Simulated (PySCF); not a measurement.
C2H3Cl3, SMILES CC(Cl)(Cl)Cl. Heavy atoms are numbered as in [CH3:1][C:2]([Cl:3])([Cl:4])[Cl:5]. Hydrogens are named by the atom that carries them.

The structure is a stationary point at ωB97X-D3(BJ)/def2-SVP.

Level of theory: PySCF with PBE/pcSseg-1.

GIAO shieldings, no solvent; atoms alike by connectivity are averaged. δ = σ(ref) − σ: ¹³C against TMS (σ = 182.0 ppm); ³⁵Cl against HCl (σ = 936.5 ppm); ¹H against TMS (σ = 31.49 ppm), references at their B3LYP-D3(BJ)/def2-TZVP geometries, non-relativistic (without spin–orbit terms, shifts of atoms bonded to Cl or Br come out too high).

```
atoms     nucleus  count  δ (ppm)
--------  -------  -----  -------
C2            ¹³C      1        ?
C1 (CH3)      ¹³C      1     52.8
Cl3          ³⁵Cl      3        ?
H on C1        ¹H      3     2.79
```

Q: What belongs in the gaps? (An estimate is asked for; the answer gives what the named calculation found.)

A: 
- C2, δ (ppm): 128.6
- Cl3, δ (ppm): 519.5
